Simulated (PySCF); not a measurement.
Correlation energy of Sn²⁺ (tin, charge +2)

[Kr] 4d10 5s1 5d1, high-spin 3D determinant (an excited configuration). Calculation: PySCF 2.14, in aug-cc-pwCVTZ-DK3 (10s9p7d4f1g, 109 functions); the spin-free X2C one-electron Hamiltonian (Gaussian nucleus). Frozen: [Kr] 4d10; 2 electrons correlated.

Total MP2 correlation energy: -5.13 mhartree.

Same-spin part -5.13 and opposite-spin part 0.00 mhartree; SCS-MP2 scales them by 1/3 and 6/5 to -1.71 mhartree.
